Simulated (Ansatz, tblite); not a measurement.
Cost and result up the ladder for (BeTe)2 ring (Be₂Te₂) (4 atoms). The state is a singlet with charge 0. Geometry: PBE0-D4/def2-TZVP.

```xyz
4

Be   -0.367   -0.931    0.287
Te    1.443   -0.138    1.394
Be    0.367    0.931   -0.287
Te   -1.443    0.138   -1.394
```

Ansatz on 4 threads of Arm Neoverse V1 on a shared host; xTB runs through tblite on one thread. Times are rough, summed over both states, and most runs start from the orbitals of an earlier one. PBE0-D4/def2-TZVP serves as the yardstick here, not as an exact answer. The other state is a triplet.

In the def2 sets Te takes a core potential; there is no spin–orbit coupling. The xTB rows come from tblite.

xTB has no spin-polarisation term.

```
              level  functions  wall time  vertical triplet (eV)  difference from PBE0-D4/def2-TZVP (eV)
           GFN1-xTB         26    0.005 s                   1.54                                   -0.38
           GFN2-xTB         26    0.011 s                   2.51                                    0.59
   PBE-D4/def2-TZVP        138      3.3 s                   1.72                                   -0.20
  PBE0-D4/def2-TZVP        138        5 s                   1.92                                    0.00
r2SCAN-D4/def2-TZVP        138      7.8 s                   1.76                                   -0.17
```
